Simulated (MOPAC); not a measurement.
Job for MOPAC: PM3 on CH5GeN (SMILES [CH3][Ge][NH2]), a point of a bond scan (R = 1.909 Å).

```
PM3 1SCF PRECISE CHARGE=0 THREADS=1
CH5GeN

Ge    -0.21703830 1    -0.01007012 1     0.44524688 1
C      0.73026279 1     1.39571344 1    -0.65095540 1
H      0.13608343 1     3.14766962 1    -0.17809450 1
H      0.59421149 1     1.25013447 1    -1.72469069 1
H      1.80124161 1     1.34067309 1    -0.42974829 1
N     -0.03643845 1    -1.35482851 1    -0.78605328 1
H      0.40264891 1    -1.26537759 1    -1.69147724 1
H     -0.37011551 1    -2.29049868 1    -0.61312951 1
```

Program output:

```
*******************************************************************************
 **                                                                           **
 **                              MOPAC v23.2.5                                **
 **                                                                           **
 *******************************************************************************
 ** MOPAC's Digital Object Identifier: https://doi.org/10.5281/zenodo.6511958 **
 **                                                                           **
 ** Please cite the open-source release paper for use of this MOPAC version:  **
 ** J. E. Moussa and J. J. P. Stewart (2026)                                  **
 ** MOPAC: An open-source semiempirical molecular orbital program             **
 ** J. Open Source Softw., 11(119), 8025, https://doi.org/10.21105/joss.08025 **
 *******************************************************************************

                              PM3 CALCULATION RESULTS

 *******************************************************************************
 *  PM3        - The PM3 Hamiltonian to be used
 *
 *
 *
 *                 CHARGE ON SYSTEM = 0
 *
 *
 *
 *  PRECISE    - TIGHTER CRITERIA TO BE USED
 *  1SCF       - DO 1 SCF AND THEN STOP
 *  THREADS=1  - MULTI-THREADING NOT USED
 *  T=         - A TIME OF 172800.0 SECONDS REQUESTED
 *  DUMP=N     - RESTART FILE WRITTEN EVERY 7200.0 SECONDS REQUESTED
 *******************************************************************************
PM3 1SCF PRECISE CHARGE=0 THREADS=1
 CH5GeN

   ATOM   CHEMICAL          X               Y               Z
  NUMBER   SYMBOL      (ANGSTROMS)     (ANGSTROMS)     (ANGSTROMS)

     1      Ge         -0.21703830  *  -0.01007012  *   0.44524688  *
     2       C          0.73026279  *   1.39571344  *  -0.65095540  *
     3       H          0.13608343  *   3.14766962  *  -0.17809450  *
     4       H          0.59421149  *   1.25013447  *  -1.72469069  *
     5       H          1.80124161  *   1.34067309  *  -0.42974829  *
     6       N         -0.03643845  *  -1.35482851  *  -0.78605328  *
     7       H          0.40264891  *  -1.26537759  *  -1.69147724  *
     8       H         -0.37011551  *  -2.29049868  *  -0.61312951  *



          CARTESIAN COORDINATES

    NO.       ATOM           X           Y           Z

     1        Ge         -0.2170     -0.0101      0.4452
     2         C          0.7303      1.3957     -0.6510
     3         H          0.1361      3.1477     -0.1781
     4         H          0.5942      1.2501     -1.7247
     5         H          1.8012      1.3407     -0.4297
     6         N         -0.0364     -1.3548     -0.7861
     7         H          0.4026     -1.2654     -1.6915
     8         H         -0.3701     -2.2905     -0.6131

  H: (PM3): J. J. P. STEWART, J. COMP. CHEM. 10, 209 (1989).
  C: (PM3): J. J. P. STEWART, J. COMP. CHEM. 10, 209 (1989).
  N: (PM3): J. J. P. STEWART, J. COMP. CHEM. 10, 209 (1989).
 Ge: (PM3): J. J. P. STEWART, J. COMP. CHEM. 12, 320-341 (1991).

           Empirical Formula: C H5 N Ge  =     8 atoms



      MOLECULAR POINT GROUP   :   C1


      RHF CALCULATION, NO. OF DOUBLY OCCUPIED LEVELS = 9


 -------------------------------------------------------------------------------
 PM3 1SCF PRECISE CHARGE=0 THREADS=1
 CH5GeN



     1SCF WAS SPECIFIED, SO BFGS WAS NOT USED
     SCF FIELD WAS ACHIEVED


                              PM3 CALCULATION
                                                       MOPAC v23.2.5 Linux




          FINAL HEAT OF FORMATION =        103.21362 KCAL/MOL =     431.84581 KJ/MOL


          COSMO AREA              =        113.03 SQUARE ANGSTROMS
          COSMO VOLUME            =        100.46 CUBIC ANGSTROMS

          IONIZATION POTENTIAL    =          8.832279 EV
          HOMO LUMO ENERGIES (EV) =         -8.832 -0.217
          NO. OF FILLED LEVELS    =          9
          MOLECULAR WEIGHT        =        103.6472         POINT GROUP:  C1

          MOLECULAR DIMENSIONS (Angstroms)

            Atom       Atom       Distance
            H     8    H     3     5.47898
           Ge     1    H     4     2.37157
            H     5    H     3     1.71124


          SCF CALCULATIONS        =          1





   ATOM   CHEMICAL          X               Y               Z
  NUMBER   SYMBOL      (ANGSTROMS)     (ANGSTROMS)     (ANGSTROMS)

     1      Ge         -0.21703830  *  -0.01007012  *   0.44524688  *
     2       C          0.73026279  *   1.39571344  *  -0.65095540  *
     3       H          0.13608343  *   3.14766962  *  -0.17809450  *
     4       H          0.59421149  *   1.25013447  *  -1.72469069  *
     5       H          1.80124161  *   1.34067309  *  -0.42974829  *
     6       N         -0.03643845  *  -1.35482851  *  -0.78605328  *
     7       H          0.40264891  *  -1.26537759  *  -1.69147724  *
     8       H         -0.37011551  *  -2.29049868  *  -0.61312951  *

                             CARTESIAN COORDINATES

   1   Ge       -0.217038300    -0.010070120     0.445246880
   2    C        0.730262790     1.395713440    -0.650955400
   3    H        0.136083430     3.147669620    -0.178094500
   4    H        0.594211490     1.250134470    -1.724690690
   5    H        1.801241610     1.340673090    -0.429748290
   6    N       -0.036438450    -1.354828510    -0.786053280
   7    H        0.402648910    -1.265377590    -1.691477240
   8    H       -0.370115510    -2.290498680    -0.613129510


           Empirical Formula: C H5 N Ge  =     8 atoms



      MOLECULAR POINT GROUP   :   C1


                  EIGENVALUES
 -28.05495 -25.53235 -15.20692 -14.78657 -13.30087 -11.49654  -9.85020  -9.33323
  -8.83228  -0.21679   0.64048   1.33751   1.93817   4.56741   4.80194   4.97164
   5.74099


              NET ATOMIC CHARGES AND DIPOLE CONTRIBUTIONS

  ATOM NO.   TYPE          CHARGE      No. of ELECS.   s-Pop       p-Pop
    1         Ge           0.577969        3.4220     1.75254     1.66949
    2          C          -0.397833        4.3978     1.30042     3.09742
    3          H          -0.014236        1.0142     1.01424
    4          H           0.039615        0.9604     0.96038
    5          H           0.039686        0.9603     0.96031
    6          N          -0.340034        5.3400     1.43152     3.90851
    7          H           0.042939        0.9571     0.95706
    8          H           0.051894        0.9481     0.94811
 DIPOLE           X         Y         Z       TOTAL
 POINT-CHG.    -1.501    -1.036     2.864     3.395
 HYBRID         1.811    -0.192    -3.725     4.146
 SUM            0.311    -1.228    -0.861     1.531


          ATOMIC ORBITAL ELECTRON POPULATIONS

     Atom    s        px        py        pz
    1 Ge   1.75254   0.39760   0.51192   0.75998
    2  C   1.30042   1.05181   0.99368   1.05193
    3  H   1.01424
    4  H   0.96038
    5  H   0.96031
    6  N   1.43152   1.59435   1.13251   1.18165
    7  H   0.95706
    8  H   0.94811

 **********************
 *                    *
 * JOB ENDED NORMALLY *
 *                    *
 **********************




 == MOPAC DONE ==
```

The run finished.

Cost: roughly 0.04 core-seconds.
